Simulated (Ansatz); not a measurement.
Pulling on the B1–I3 bond in BHI2 (SMILES IBI) (multiplicity 1 held, fragments rigid). Energies count from the point at 2.114 Å.
Geometry at that point (charge 0, multiplicity 1):
| atom | x (Å) | y (Å) | z (Å) |
|---|---|---|---|
| B | -0.7042 | -0.4270 | -0.4638 |
| H | -1.5832 | -0.9600 | -1.0428 |
| I | -0.4043 | 1.6431 | -0.7670 |
| I | 0.5006 | -1.5847 | 0.8305 |

Signs of static correlation in def2-TZVPP, with CASSCF(6,4), from Ansatz (a first-principles code) runs.

| R (Å) | T1 of restricted CCSD | ⟨S²⟩ of UHF | largest double amplitude of restricted CCSD | weight of the CASSCF reference in MRCISD | CASSCF natural occupations |
|---|---|---|---|---|---|
| 1.691 | 0.014 | 0.000 | 0.052 | 0.869 | 2.00 2.00 1.98 0.02 |
| 1.902 | 0.016 | 0.000 | 0.046 | 0.867 | 2.00 2.00 1.98 0.02 |
| 2.114 | 0.017 | 0.000 | 0.041 | 0.866 | 2.00 2.00 1.98 0.03 |
| 2.325 | 0.018 | 0.000 | 0.040 | 0.865 | 2.00 2.00 1.96 0.04 |
| 2.536 | 0.019 | 0.000 | (withheld) | 0.865 | 2.00 2.00 1.94 0.06 |
| 2.853 | 0.021 | 0.273 | 0.104 | 0.865 | 2.00 2.00 1.89 0.11 |
| 3.170 | 0.027 | 0.697 | 0.169 | 0.865 | 2.00 2.00 1.80 0.20 |
| 3.699 | 0.047 | 0.940 | 0.300 | 0.866 | 2.00 2.00 1.55 0.45 |
| 4.227 | 0.078 | 0.999 | 0.470 | 0.867 | 2.00 2.00 1.30 0.70 |
| 4.861 | (withheld) | 1.014 | 0.699 | 0.867 | 2.00 2.00 1.13 0.87 |
| 5.707 | 0.135 | 1.017 | 0.901 | 0.867 | 2.00 2.00 1.04 0.96 |
| 6.763 | 0.139 | 1.017 | 0.983 | 0.867 | 2.00 2.00 1.01 0.99 |

Problem. Some entries are withheld; supply them.

Solution. 
- 2.536, largest double amplitude of restricted CCSD: 0.048
- 4.861, T1 of restricted CCSD: 0.112

Doubts at one or more of the structures used: active orbitals that take no part (SC-NEVPT2 on CASSCF(6,4)/def2-TZVPP); a restricted determinant that unrestricted orbitals would lower (R-CCSD(T)/def2-TZVPP); other coupled-cluster roots lie near (R-CCSD(T)/def2-TZVPP); T1 above 0.05 (R-CCSD(T)/def2-TZVPP, U-CCSD(T)/def2-TZVPP); a spin-contaminated determinant (U-CCSD(T)/def2-TZVPP).
